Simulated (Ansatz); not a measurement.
Program: Ansatz. Geometries: PBE0-D4/def2-TZVP. ΔE: electronic, gas phase. CCSD(T)/CBS adds triple-zeta CCSD(T) − MP2 to the extrapolated MP2 energy (def2 sets, frozen cores). This one scheme is used for every species. Functionals use def2-TZVPP. One conformer a species, not always the lowest.

Consider the ligand exchange at the Si–F bond: `F[SiH2]S[SiH](F)F` + CH₃OH → `CO[SiH2]S[SiH](F)F` + H–F.

Question: Is it downhill or uphill in electronic energy at CCSD(T)/CBS, and by how much? (An estimate is asked.)

Answer: The calculation gave: Uphill: ΔE = +8.0 kcal/mol.

Question: What do these levels give: PBE0-D4, ωB97X-V, B2PLYP, PBE0, HF/def2-TZVPP, CCSD/CBS(def2)? (An estimate is asked.)

Answer: Computed: PBE0-D4 8.2, ωB97X-V 8.9, B2PLYP 9.9, PBE0 9.9, HF/def2-TZVPP 11.7, CCSD/CBS(def2) 8.5 kcal/mol.

Largest T1 diagnostic among the species: 0.012.

The D4 term adds −3.0 kcal/mol with B3LYP and −1.7 kcal/mol with PBE0; it sums over pairs of atoms, weighted by their polarisabilities, and B3LYP, whose exchange is more repulsive, gets the larger term. In def2-TZVPP, CCSD(T) changes the Hartree–Fock value by −3.7 kcal/mol (the triples alone add −0.6 kcal/mol) and MP2 by −4.5 kcal/mol.

B3LYP here is the variant with VWN-RPA as its local correlation; programs differ in this.
